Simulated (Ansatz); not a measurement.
Ansatz (a first-principles code) input (B3LYP-D3(BJ)/def2-TZVP):

Ansatz 0.2 input:
```yaml
crystal:
  periodic: [false, false, false]
  atoms:
    - {symbol: C, position_ang: [2.94745426, 0.55237194, -0.42420788]}
    - {symbol: C, position_ang: [2.21987147, -0.74390888, -0.02858675]}
    - {symbol: C, position_ang: [1.14705362, -0.53889055, 0.98349243]}
    - {symbol: C, position_ang: [-0.29165883, -0.74352012, 0.67225388]}
    - {symbol: C, position_ang: [-0.88664115, 0.36172445, -0.24246212]}
    - {symbol: C, position_ang: [-2.31864018, 0.10240025, -0.58679624]}
    - {symbol: C, position_ang: [-3.33909101, 0.88293667, -0.25454617]}
    - {symbol: H, position_ang: [2.25563728, 1.26881653, -0.87031553]}
    - {symbol: H, position_ang: [3.39698505, 1.02612528, 0.45074351]}
    - {symbol: H, position_ang: [3.74352067, 0.35113625, -1.14451972]}
    - {symbol: H, position_ang: [1.79808552, -1.21115785, -0.92382553]}
    - {symbol: H, position_ang: [2.96914097, -1.44842710, 0.35726351]}
    - {symbol: H, position_ang: [1.42240168, -0.09539735, 1.93422302]}
    - {symbol: H, position_ang: [-0.88339309, -0.78337441, 1.58938457]}
    - {symbol: H, position_ang: [-0.43191462, -1.70599509, 0.16309875]}
    - {symbol: H, position_ang: [-0.78734773, 1.33169742, 0.25010447]}
    - {symbol: H, position_ang: [-0.29071485, 0.40584312, -1.15996530]}
    - {symbol: H, position_ang: [-2.51488545, -0.81632211, -1.13528879]}
    - {symbol: H, position_ang: [-3.18966879, 1.80518136, 0.29617450]}
    - {symbol: H, position_ang: [-4.35793551, 0.63319144, -0.52196025]}
basis:
  gaussian:
    orbitals: def2-TZVP
hamiltonian:
  xc: b3lyp
  dispersion: d3bj
magnetization: {spin_polarized: true, initial_magnetization: 1}
phonons: {temperatures: {t_min: 298.15, t_max: 298.15, t_step: 100}}
```

Output:

```
Functional definition: B3LYP
integrals: 0.28 GiB planned
1832 factors; their error is unknown
0.37 GiB of the device are held for the grids
1.96 GiB of device memory are held for the factors and their scratch space
mean field: 2.37 GiB planned
mean field evaluation 1: about -7454.3729 eV, gradient 6.1e1 eV
mean field evaluation 2: about -7443.6333 eV, gradient 7.4e1 eV
mean field evaluation 4: about -7472.1865 eV, gradient 6.1e0 eV
mean field evaluation 8: about -7472.3614 eV, gradient 1.0e-1 eV
mean field evaluation 16: about -7472.3135 eV, gradient 6.6e-4 eV
mean field -7472.31348987 eV, -274.6024558367 hartree, gradient 8.7e-5 eV, S^2 0.754207; 0 other end points of the search recorded, 0 dependent functions left out
the calculation of the forces begins
reference -7472.31384618 eV, -274.6024689308 hartree; 28, 27 occupied and 267, 268 virtual orbitals, 1832 factors
these checks for a lower state are left out or cut short: stability, starts, cluster_reference, orbital_swaps, neighbouring_geometries, increment
integrals: 0.28 GiB planned
1832 factors; their error is unknown
0.37 GiB of the device are held for the grids
1.96 GiB of device memory are held for the factors and their scratch space
mean field: 2.37 GiB planned
mean field -7472.31339567 eV, -274.6024523749 hartree, gradient 1.8e-6 eV, S^2 0.754208; 0 other end points of the search recorded, 0 dependent functions left out
the calculation of the forces begins
reference -7472.31375193 eV, -274.6024654673 hartree; 28, 27 occupied and 267, 268 virtual orbitals, 1832 factors
these checks for a lower state are left out or cut short: stability, starts, cluster_reference, orbital_swaps, neighbouring_geometries, increment
integrals: 0.28 GiB planned
1832 factors; their error is unknown
0.37 GiB of the device are held for the grids
1.96 GiB of device memory are held for the factors and their scratch space
mean field: 2.37 GiB planned
mean field evaluation 32: about -7472.3133 eV, gradient 6.7e-3 eV
mean field -7472.31325916 eV, -274.6024473583 hartree, gradient 1.8e-6 eV, S^2 0.754206; 0 other end points of the search recorded, 0 dependent functions left out
the calculation of the forces begins
reference -7472.31361552 eV, -274.6024604542 hartree; 28, 27 occupied and 267, 268 virtual orbitals, 1832 factors
these checks for a lower state are left out or cut short: stability, starts, cluster_reference, orbital_swaps, neighbouring_geometries, increment
integrals: 0.28 GiB planned
1832 factors; their error is unknown
0.37 GiB of the device are held for the grids
1.96 GiB of device memory are held for the factors and their scratch space
mean field: 2.37 GiB planned
mean field -7472.31336529 eV, -274.6024512585 hartree, gradient 1.8e-6 eV, S^2 0.754208; 0 other end points of the search recorded, 0 dependent functions left out
the calculation of the forces begins
reference -7472.31372156 eV, -274.6024643512 hartree; 28, 27 occupied and 267, 268 virtual orbitals, 1832 factors
these checks for a lower state are left out or cut short: stability, starts, cluster_reference, orbital_swaps, neighbouring_geometries, increment
integrals: 0.28 GiB planned
1832 factors; their error is unknown
0.37 GiB of the device are held for the grids
1.96 GiB of device memory are held for the factors and their scratch space
mean field: 2.37 GiB planned
mean field -7472.31332453 eV, -274.6024497606 hartree, gradient 1.8e-6 eV, S^2 0.754205; 0 other end points of the search recorded, 0 dependent functions left out
[...]
1832 factors; their error is unknown
0.37 GiB of the device are held for the grids
1.96 GiB of device memory are held for the factors and their scratch space
mean field: 2.37 GiB planned
mean field -7472.31343100 eV, -274.6024536733 hartree, gradient 1.8e-6 eV, S^2 0.754207; 0 other end points of the search recorded, 0 dependent functions left out
the calculation of the forces begins
reference -7472.31378738 eV, -274.6024667700 hartree; 28, 27 occupied and 267, 268 virtual orbitals, 1832 factors
these checks for a lower state are left out or cut short: stability, starts, cluster_reference, orbital_swaps, neighbouring_geometries, increment
integrals: 0.28 GiB planned
1832 factors; their error is unknown
0.37 GiB of the device are held for the grids
1.96 GiB of device memory are held for the factors and their scratch space
mean field: 2.37 GiB planned
mean field evaluation 800: about -7472.3126 eV, gradient 5.2e-1 eV
mean field -7472.31338916 eV, -274.6024521356 hartree, gradient 1.8e-6 eV, S^2 0.754207; 0 other end points of the search recorded, 0 dependent functions left out
the calculation of the forces begins
reference -7472.31374540 eV, -274.6024652272 hartree; 28, 27 occupied and 267, 268 virtual orbitals, 1832 factors
these checks for a lower state are left out or cut short: stability, starts, cluster_reference, orbital_swaps, neighbouring_geometries, increment
integrals: 0.28 GiB planned
1832 factors; their error is unknown
0.37 GiB of the device are held for the grids
1.96 GiB of device memory are held for the factors and their scratch space
mean field: 2.37 GiB planned
mean field -7472.31346062 eV, -274.6024547618 hartree, gradient 1.8e-6 eV, S^2 0.754207; 0 other end points of the search recorded, 0 dependent functions left out
the calculation of the forces begins
reference -7472.31381695 eV, -274.6024678568 hartree; 28, 27 occupied and 267, 268 virtual orbitals, 1832 factors
these checks for a lower state are left out or cut short: stability, starts, cluster_reference, orbital_swaps, neighbouring_geometries, increment
integrals: 0.28 GiB planned
1832 factors; their error is unknown
0.37 GiB of the device are held for the grids
1.96 GiB of device memory are held for the factors and their scratch space
mean field: 2.37 GiB planned
mean field -7472.31345327 eV, -274.6024544916 hartree, gradient 1.8e-6 eV, S^2 0.754207; 0 other end points of the search recorded, 0 dependent functions left out
the calculation of the forces begins
reference -7472.31380955 eV, -274.6024675849 hartree; 28, 27 occupied and 267, 268 virtual orbitals, 1832 factors
these checks for a lower state are left out or cut short: stability, starts, cluster_reference, orbital_swaps, neighbouring_geometries, increment
integrals: 0.28 GiB planned
1832 factors; their error is unknown
0.37 GiB of the device are held for the grids
1.96 GiB of device memory are held for the factors and their scratch space
mean field: 2.37 GiB planned
mean field -7472.31337196 eV, -274.6024515035 hartree, gradient 1.8e-6 eV, S^2 0.754207; 0 other end points of the search recorded, 0 dependent functions left out
the calculation of the forces begins
reference -7472.31372819 eV, -274.6024645950 hartree; 28, 27 occupied and 267, 268 virtual orbitals, 1832 factors
these checks for a lower state are left out or cut short: stability, starts, cluster_reference, orbital_swaps, neighbouring_geometries, increment
integrals: 0.28 GiB planned
1832 factors; their error is unknown
0.37 GiB of the device are held for the grids
1.96 GiB of device memory are held for the factors and their scratch space
mean field: 2.37 GiB planned
mean field evaluation 832: about -7472.3134 eV, gradient 1.8e-6 eV
mean field -7472.31341219 eV, -274.6024529822 hartree, gradient 1.8e-6 eV, S^2 0.754207; 0 other end points of the search recorded, 0 dependent functions left out
the calculation of the forces begins
reference -7472.31376858 eV, -274.6024660791 hartree; 28, 27 occupied and 267, 268 virtual orbitals, 1832 factors
these checks for a lower state are left out or cut short: stability, starts, cluster_reference, orbital_swaps, neighbouring_geometries, increment
integrals: 0.28 GiB planned
1832 factors; their error is unknown
0.37 GiB of the device are held for the grids
1.96 GiB of device memory are held for the factors and their scratch space
mean field: 2.37 GiB planned
mean field -7472.31347668 eV, -274.6024553519 hartree, gradient 1.8e-6 eV, S^2 0.754207; 0 other end points of the search recorded, 0 dependent functions left out
the calculation of the forces begins
reference -7472.31383298 eV, -274.6024684458 hartree; 28, 27 occupied and 267, 268 virtual orbitals, 1832 factors
these checks for a lower state are left out or cut short: stability, starts, cluster_reference, orbital_swaps, neighbouring_geometries, increment
integrals: 0.28 GiB planned
1832 factors; their error is unknown
0.37 GiB of the device are held for the grids
1.96 GiB of device memory are held for the factors and their scratch space
mean field: 2.37 GiB planned
mean field -7472.31346518 eV, -274.6024549294 hartree, gradient 1.8e-6 eV, S^2 0.754207; 0 other end points of the search recorded, 0 dependent functions left out
the calculation of the forces begins
reference -7472.31382150 eV, -274.6024680237 hartree; 28, 27 occupied and 267, 268 virtual orbitals, 1832 factors
these checks for a lower state are left out or cut short: stability, starts, cluster_reference, orbital_swaps, neighbouring_geometries, increment
integrals: 0.28 GiB planned
1832 factors; their error is unknown
0.37 GiB of the device are held for the grids
1.96 GiB of device memory are held for the factors and their scratch space
mean field: 2.37 GiB planned
mean field -7472.31347442 eV, -274.6024552691 hartree, gradient 1.8e-6 eV, S^2 0.754207; 0 other end points of the search recorded, 0 dependent functions left out
the calculation of the forces begins
reference -7472.31383071 eV, -274.6024683624 hartree; 28, 27 occupied and 267, 268 virtual orbitals, 1832 factors
these checks for a lower state are left out or cut short: stability, starts, cluster_reference, orbital_swaps, neighbouring_geometries, increment
integrals: 0.28 GiB planned
1832 factors; their error is unknown
0.37 GiB of the device are held for the grids
1.96 GiB of device memory are held for the factors and their scratch space
mean field: 2.37 GiB planned
mean field -7472.31347504 eV, -274.6024552917 hartree, gradient 1.8e-6 eV, S^2 0.754207; 0 other end points of the search recorded, 0 dependent functions left out
the calculation of the forces begins
reference -7472.31383137 eV, -274.6024683867 hartree; 28, 27 occupied and 267, 268 virtual orbitals, 1832 factors
Total energy: -7473.03898857 eV, -274.6291174221 hartree
Atom 0 at     2.947454     0.552372    -0.424208 Å, force     0.000874     0.000033     0.000667 eV/Å
Atom 1 at     2.219871    -0.743909    -0.028587 Å, force     0.000077     0.000913    -0.000179 eV/Å
Atom 2 at     1.147054    -0.538891     0.983492 Å, force     0.000003    -0.000439     0.000375 eV/Å
Atom 3 at    -0.291659    -0.743520     0.672254 Å, force     0.000203    -0.000556     0.000216 eV/Å
Atom 4 at    -0.886641     0.361724    -0.242462 Å, force    -0.000739     0.000046    -0.000136 eV/Å
Atom 5 at    -2.318640     0.102400    -0.586796 Å, force    -0.000090     0.001015     0.000886 eV/Å
Atom 6 at    -3.339091     0.882937    -0.254546 Å, force    -0.001317    -0.001547    -0.000517 eV/Å
Atom 7 at     2.255637     1.268817    -0.870316 Å, force     0.000216    -0.000056    -0.000029 eV/Å
Atom 8 at     3.396985     1.026125     0.450744 Å, force    -0.000721    -0.000348     0.000047 eV/Å
Atom 9 at     3.743521     0.351136    -1.144520 Å, force    -0.000337    -0.000317    -0.000792 eV/Å
Atom 10 at     1.798086    -1.211158    -0.923826 Å, force    -0.000252    -0.000247    -0.000008 eV/Å
Atom 11 at     2.969141    -1.448427     0.357264 Å, force     0.000142     0.000118     0.000352 eV/Å
Atom 12 at     1.422402    -0.095397     1.934223 Å, force    -0.000107    -0.000163    -0.000212 eV/Å
Atom 13 at    -0.883393    -0.783374     1.589385 Å, force    -0.000011     0.000561     0.000133 eV/Å
Atom 14 at    -0.431915    -1.705995     0.163099 Å, force     0.000411     0.000020    -0.000557 eV/Å
Atom 15 at    -0.787348     1.331697     0.250104 Å, force    -0.000543     0.000205     0.000320 eV/Å
Atom 16 at    -0.290715     0.405843    -1.159965 Å, force     0.000331    -0.000042    -0.000580 eV/Å
Atom 17 at    -2.514885    -0.816322    -1.135289 Å, force     0.000412     0.000145    -0.000145 eV/Å
Atom 18 at    -3.189669     1.805181     0.296175 Å, force     0.000338     0.000190    -0.000374 eV/Å
Atom 19 at    -4.357936     0.633191    -0.521960 Å, force     0.001111     0.000469     0.000532 eV/Å
Dipole moment:     0.077919    -0.019873    -0.025949 e Å
Vibrations: 33.32 55.30 77.48 106.52 213.30 234.48 299.89 318.89 425.69 449.33 522.29 646.16 768.35 780.56 867.72 935.87 948.04 971.39 984.33 991.64 1031.92 1047.25 1071.03 1148.95 1179.22 1237.57 1274.04 1284.69 1313.67 1326.82 1334.46 1345.27 1399.46 1420.73 1456.18 1477.14 1483.51 1493.17 1496.65 1503.69 1706.79 2971.21 2982.42 3016.50 3027.71 3034.00 3054.55 3071.52 3089.26 3096.17 3120.18 3132.56 3153.36 3213.61 cm⁻¹, zero-point energy 4.874181 eV
```

It need not be the lowest isomer of its formula.
